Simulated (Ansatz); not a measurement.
`C[O][SnH]([Cl])[Cl]` + H₂Se → `[Cl][SnH]([Cl])[SeH]` + CH₃OH  (ligand exchange at the Sn–O bond)

Calculated with Ansatz (gas phase, PBE0-D4/def2-TZVP geometries, no zero-point term in ΔE). CCSD(T)/CBS is the MP2 limit (def2-TZVPP, def2-QZVPP) plus CCSD(T) − MP2 in def2-TZVPP, frozen cores. This one scheme is used for every species. DFT in def2-TZVPP. HSE06 is defined as in plane-wave codes. Elements past krypton have def2 core potentials. For Se, Sn outer-core shells are correlated without core-valence functions, which leaves a few kJ/mol of doubt a bond. Scalar relativity is left out up to krypton. One conformer a species, not always the lowest.

Q: Is it downhill or uphill in electronic energy at CCSD(T)/CBS, and by how much? (Best estimate.)

A: Ansatz gave: Downhill: ΔE = -51.4 kJ/mol.

Q: What do these levels give: PBE0-D4, CAM-B3LYP-D4, HSE06, RPA@PBE/def2-TZVPP, HF/def2-SVP, CCSD/CBS(def2)? (Estimate.)

A: Ansatz gave: PBE0-D4 -60.0, CAM-B3LYP-D4 -45.9, HSE06 -61.0, RPA@PBE/def2-TZVPP -41.0, HF/def2-SVP -56.4, CCSD/CBS(def2) -53.1 kJ/mol.

Largest T1 diagnostic among the species: 0.013.

From PBE to PBE0 (25 % exact exchange), in def2-TZVPP and without D4, ΔE moves by −5.2 kJ/mol. At CCSD(T), def2-SVP lies +9.4 kJ/mol from the extrapolated value and def2-TZVPP +5.6 kJ/mol.
